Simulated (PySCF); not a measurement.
CHBrClF, SMILES Br[C@H](F)Cl. Geometry optimised at B3LYP-D3(BJ)/def2-SVP.

Computed equilibrium geometry at B3LYP-D3(BJ)/def2-SVP (PySCF confirms it by a frequency run) as a Z-matrix:
```
C
F 1 1.3381
H 1 1.0967 2 110.32
Cl 1 1.7757 3 108.48 2 120.68
Br 1 1.9594 3 106.69 2 -118.74
```
